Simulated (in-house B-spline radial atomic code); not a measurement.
Results of a calculation; reference values are marked as such.
# Two electrons in Ge: a parabolic dot with ħω = 0.983 meV in all three directions with an ionised donor at its centre

For Ge the NSM archive of the Ioffe Institute lists m_l = 1.6 m0, m_t = 0.08 m0 and ε = 16.2; the model takes one isotropic valley with the conductivity mass 3/(1/m_l + 2/m_t) = 0.117 m0, and so misses anisotropy and the other valleys. All triplets below are those of one valley; with several valleys two electrons can form a triplet in the 1s orbital itself, at an energy set by the valley splitting. Real donors also feel a central-cell potential, which shifts the ground state.

Effective-mass model with parabolic bands, a uniform dielectric constant, no image charges, no central-cell or spin-orbit terms. Two-electron levels come from full CI in B-splines with partial waves to l = 5 (up to 0.001 effective hartree above the limit).

Q: What are the effective units, and what is the potential in them?

A: Ha* = 27211.386 meV × 0.117/16.2² = 12.13 meV and a* = 0.0529177 nm × 16.2/0.117 = 7.327 nm. The frequency is ω = 0.081 Ha*, with −1/r added.

In these units the lowest s and p orbitals lie at -0.490466 and -0.059730, and their Coulomb and exchange integrals are J_ss = 0.639198, J_sp = 0.310987 and K_sp = 0.03007. Full CI gives -0.477586 for the ground singlet, -0.305207 for the sp triplet, -0.287375 for the sp singlet and -0.306241 for the lowest triplet of two s orbitals.

Q: What does it cost to add the second electron, to first order and exactly?

A: To first order E = 2ε_s + J_ss = -0.341735, so the charging energy E(2) − 2E(1) is J_ss = 7.754 meV. CI gives -0.477586 − 2 × (-0.490466) = 0.503347, or 6.106 meV: relaxation and correlation lower it by 1.648 meV, 21.3 % of J_ss. The s² configuration of one-electron orbitals holds 76.8 % of the state, and the mean radius is 15.6 nm.

Q: How far above the singlet do the triplets lie?

A: To first order the sp triplet lies at ε_s + ε_p + J_sp − K_sp = -0.269281, which is 0.879 meV above 2ε_s + J_ss. CI gives -0.305207 − (-0.477586) = 0.172379, or 2.091 meV, 40 % of the orbital spacing of 5.225 meV. The ss triplet lies 2.079 meV up, so the lower of the two is the ss one, and its gap equals k_BT at 24.1 K. The sp singlet-triplet splitting is 0.2163 meV, against 2K_sp = 0.7296 meV.
